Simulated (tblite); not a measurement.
C3H8NOSi (doublet state).
Cartesian coordinates in Å at the GFN2-xTB level; atoms count from 1:
```xyz
14
C3H8NOSi angstrom
C     -2.670   -0.408    0.056
C     -1.468    0.169    0.642
C     -0.131   -0.291    0.012
O     -0.036   -1.181   -0.790
Si     1.426    0.682    0.596
N      2.705   -0.396    0.244
H     -3.070    0.003   -0.851
H     -2.964   -1.407    0.318
H     -1.455    1.260    0.573
H     -1.356   -0.105    1.696
H      1.364    0.896    2.041
H      1.401    1.968   -0.115
H      2.582   -1.067   -0.499
H      3.669   -0.124    0.335
```

Level: GFN2-xTB in tblite, geometry and Hessian alike; calculated harmonic values, unscaled, isolated species. This tight-binding method is rough: wavenumbers can miss measured ones by several per cent, in bad cases by 10 to 20. Modes of hydrogen on silicon can be 10 to 20 % off. One conformer, not necessarily the lowest. Open shells enter through the occupations alone, without spin polarisation, and single modes of such species can be off by tens of per cent.

Harmonic wavenumbers (cm⁻¹): 32.8, 40.5, 124.8, 176.0, 215.7, 238.2, 290.3, 360.0, 426.4, 436.9, 530.9, 565.5, 568.2, 681.7, 722.8, 767.0, 793.8, 818.6, 920.2, 940.4, 1008.6, 1148.7, 1203.5, 1229.8, 1400.4, 1437.7, 1495.2, 1751.0, 2194.0, 2270.7, 2927.2, 2938.4, 3128.1, 3165.4, 3465.4, 3511.8.

A = 6707, B = 1561, C = 1322 MHz; mass 102.038 u (most abundant isotopes); point group C1, symmetry number 1; spin multiplicity 2.

Question: Zero-point energy?

Answer: Half the sum of the wavenumbers: 21963 cm⁻¹ = 62.80 kcal/mol.

Question: Give the ideal-gas entropy at 400 K and 1 bar in the rigid-rotor, harmonic-oscillator model (classical rotation).

Answer: Translation 41.26, rotation 28.42, vibration 36.58, spin (R ln 2) 1.38: S = 107.6 cal/(mol K).

Question: And Cp and H(400 K) − H(0)?

Answer: Cp = 41.35 cal/(mol K), of which vibrations give 33.40 (their classical limit is 36 R = 71.5); H(400 K) − H(0) = 10.41 kcal/mol without the zero-point energy, 7.23 from vibrations.

Question: Which modes carry the vibrational entropy at 400 K?

Answer: 32.8 cm⁻¹: 6.24; 40.5 cm⁻¹: 5.82; 124.8 cm⁻¹: 3.60; 176.0 cm⁻¹: 2.93; 215.7 cm⁻¹: 2.54; 238.2 cm⁻¹: 2.35 cal/(mol K); the other 30 give 13.11 together.

Question: What must be added to the electronic energy to get the Gibbs energy at 400 K and 1 bar?

Answer: ZPE + [H(400 K) − H(0)] − T·S = 62.80 + 10.41 − 43.06 = 30.15 kcal/mol.

Hindered rotation and anharmonicity are outside this model. Other conformers, if any are populated, would add a mixing term that is left out. The structure is chiral; the term R ln 2 for an equal mix with its mirror image is left out.
